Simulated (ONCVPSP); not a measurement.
**What one change does to a pseudopotential (oxygen (O), ONCV)**

ONCVPSP 4.0.1 input, shortened (lines: element, Z, core and valence counts, functional; n l f; lmax; l rc ep ncon nbas qcut; lloc lpopt rc5 dvloc0; l nproj debl; icmod fcfact rcfact), PBE, scalar-relativistic:

```
  O 8.00    1    2        4      upf
    1    0    2.00
    2    0    1.50
    2    1    4.50
    2
    0    0.95    0.00    4    7    6.50
    1    1.05    0.00    4    8    7.10
    2    1.05    0.19    4    8    9.90
    4    5    0.95    3.00
    0    2    3.60
    1    2    2.50
    2    2    1.40
    0    0.00    0.00
```

Change: s: qcut 5.8.

Cutoffs: the cutoffs (Ha) at which the residual kinetic energy of the hardest occupied pseudo-wave falls to 1 and 0.1 mHa per electron; they do not see the model core or the augmentation charge, which bear on the density cutoff. Errors are all-electron minus pseudo energies relative to the spin-unpolarised reference configuration.

Task: How do hardness, ghosts and transferability respond?

Result: The potential gets neither clearly harder nor softer (157 Ha and 190 Ha → 157 Ha and 190 Ha); the lowest positive-energy flag moves from none to s at 39.8 eV; of the 4 tests that both files solve, the error grows in 1 and shrinks in 0 by more than 15 % and 0.3 meV (median size 113.5 → 120.7 meV); the range in which the s phases agree narrows (upper end at the end of the scan → 1.4); neither file shows a bound ghost.

| quantity | base | changed |
| --- | --- | --- |
| cutoff, loose | 157 Ha | 157 Ha |
| cutoff, tight | 190 Ha | 190 Ha |
| loose cutoff by channel | s 102 Ha, p 157 Ha | s 111 Ha, p 157 Ha |
| bound ghosts | none | none |
| GHOST(+) flags under 300 eV | none | s at 39.8 eV |
| error for 2s2 2p4, meV [ΔE -7.47 eV] | +6.6 | +9.0 |
| error for 2s2 2p3, meV [ΔE 8.96 eV] | +41 | +45 |
| error for 2s2 2p2, meV [ΔE 42.55 eV] | +186 | +196 |
| error for 2s2 2p0, meV [ΔE 173.32 eV] | +1796 | +2005 |
| s: phases at 0.96 bohr within 0.05 rad from the reference energy up to (Ha; the scan ends near 5) | to the end of the scan | 1.4 |
| p: phases at 1.06 bohr within 0.05 rad from the reference energy up to (Ha; the scan ends near 5) | to the end of the scan | to the end of the scan |
| d: phases at 1.06 bohr within 0.05 rad from the reference energy up to (Ha; the scan ends near 5) | to the end of the scan | to the end of the scan |
